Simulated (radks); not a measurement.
The numbers below are computed, except where a source is named.
Polarisability of the carbon ion C2+, [He] 2s2, at imaginary frequency. Code: a radial shooting solver on a logarithmic mesh with Libxc functionals. Model: scalar-relativistic Kohn-Sham, LB94 model potential, spin-polarised, spherical densities, finite nucleus; Fermi nuclear charge, rms radius 2.4702 fm. Response by self-consistent Sternheimer equations with the Hartree and adiabatic LDA kernel, the relativistic mass of each level held fixed and spin-orbit coupling left out.

w (hartree),alpha1(iw) (bohr^3),alpha2(iw) (bohr^5)
0.00266,4.346,5.477
0.0143,4.342,5.476
0.0360,4.316,5.472
0.0697,4.233,5.459
0.118,4.037,5.426
0.186,3.658,5.354
0.280,3.063,5.205
0.413,2.317,4.920
0.605,1.579,4.411
0.892,0.9817,3.598
1.35,0.5604,2.516
2.12,0.2869,1.412
3.59,0.1250,0.5974
6.94,0.04299,0.1757
17.5,0.009531,0.02887

Static values: alpha1 = 4.347 bohr^3 (0.6441 angstrom^3; uncoupled 8.510), alpha2 = 5.477 bohr^5, alpha3 = 18.02 bohr^7. C6 = 6.483, C8 = 61.15, triple-dipole C9 = 20.40 atomic units. One-pole (London) frequency 4 C6 / (3 alpha1^2) = 0.457 hartree, against 1.703 for minus the highest occupied eigenvalue.
